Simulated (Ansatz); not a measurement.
`O[SiH](O)N[SiH](Cl)Cl` + H₂O → `O[SiH](O)N[SiH](O)Cl` + HCl  (formal hydrolysis of the Si–Cl bond)

Program: Ansatz. Geometries: PBE0-D4/def2-TZVP. ΔE: electronic, gas phase. CCSD(T)/CBS is the MP2 limit (def2-TZVPP, def2-QZVPP) plus CCSD(T) − MP2 in def2-TZVPP, frozen cores. This one scheme is used for every species. DFT in def2-TZVPP. Each species was taken in one conformer, which may not be the lowest.

| level | ΔE (kJ/mol) |
| --- | --- |
| PBE0 | -12.6 |
| MP2/def2-TZVPP | -14.3 |

(1) What does CCSD(T)/CBS give? (An estimate is asked.)

Largest T1 diagnostic among the species: 0.011.

Answers

(1) Ansatz gave: -13.1 kJ/mol. The listed levels differ from it by 0.5, -1.2 kJ/mol.

The D4 term adds +3.3 kJ/mol with B3LYP and +1.8 kJ/mol with PBE0; it sums over pairs of atoms, weighted by their polarisabilities, and B3LYP, whose exchange is more repulsive, gets the larger term.

B3LYP here is the variant with VWN-RPA as its local correlation; programs differ in this.
